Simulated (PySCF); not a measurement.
Numbering as in the mapped SMILES `[F:1][C:2]([F:3])([F:4])[CH2:5][O:6][CH2:7][CH2:8][Cl:9]`; H(Xn) means a hydrogen on atom n.

Geometry: GFN2-xTB; GIAO absolute shieldings from PySCF, gas phase, non-relativistic, averaged over equivalent atoms.

At PBE0/pcSseg-1 (190 basis functions, about 100 core-seconds):
| atoms | σ (ppm) |
| --- | --- |
| F1/F3/F4 | 257.3 |
| C2 | 53.5 |
| C7 | 110.3 |
| C5 | 112.5 |
| C8 | 140.3 |
| O6 | 300.9 |
| Cl9 | 904.2 |
| H(C5) | 27.67 |
| H(C7) | 27.94 |
| H(C8) | 28.06 |

Question: Estimate the result of repeating the calculation with OLYP/6-311G**.

Answer: 
```json
{"atoms": "F1/F3/F4", "σ at OLYP/6-311G**": "250.8", "change": "-6.5"}
{"atoms": "C2", "σ at OLYP/6-311G**": "56.5", "change": "+3.0"}
{"atoms": "C7", "σ at OLYP/6-311G**": "111.1", "change": "+0.8"}
{"atoms": "C5", "σ at OLYP/6-311G**": "113.6", "change": "+1.1"}
{"atoms": "C8", "σ at OLYP/6-311G**": "139.6", "change": "-0.7"}
{"atoms": "O6", "σ at OLYP/6-311G**": "283.8", "change": "-17.1"}
{"atoms": "Cl9", "σ at OLYP/6-311G**": "881.5", "change": "-22.7"}
{"atoms": "H(C5)", "σ at OLYP/6-311G**": "28.07", "change": "+0.40"}
{"atoms": "H(C7)", "σ at OLYP/6-311G**": "28.25", "change": "+0.31"}
{"atoms": "H(C8)", "σ at OLYP/6-311G**": "28.51", "change": "+0.45"}
```

The largest change is at Cl9 (chlorine bonded to C). Cost: 206 basis functions, of the order of 110 core-seconds. The order of the carbon signals is the same at both levels.

Carbons that carry Cl, above all several Cl atoms, come out too deshielded, partly because spin–orbit coupling is missing.
